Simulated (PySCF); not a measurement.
# Radial density of C+ (carbon, charge +1)

LDA, [He] 2s2 2p1, 2P determinant. All numbers are calculated (PySCF 2.14, the non-relativistic Hamiltonian (point nucleus), in def2-TZVP (5s3p2d1f, 31 functions)).

| r (bohr) | 4πr²ρ (e/bohr) | 4πr²(ρα − ρβ) |
| --- | --- | --- |
| 0.00389 | 0.02285 | 0.0000 |
| 0.00654 | 0.06282 | 0.0000 |
| 0.0110 | 0.1681 | -0.0001 |
| 0.0185 | 0.4354 | -0.0001 |
| 0.0311 | 1.059 | -0.0003 |
| 0.0523 | 2.333 | -0.0003 |
| 0.0880 | 4.333 | 0.0013 |
| 0.148 | 6.091 | 0.0118 |
| 0.249 | 5.420 | 0.0552 |
| 0.419 | 2.473 | 0.1991 |
| 0.705 | 1.480 | 0.4906 |
| 1.19 | 2.072 | 0.6353 |
| 1.99 | 0.9860 | 0.3003 |
| 3.35 | 0.09061 | 0.0355 |
| 5.64 | 0.001008 | 0.0007 |
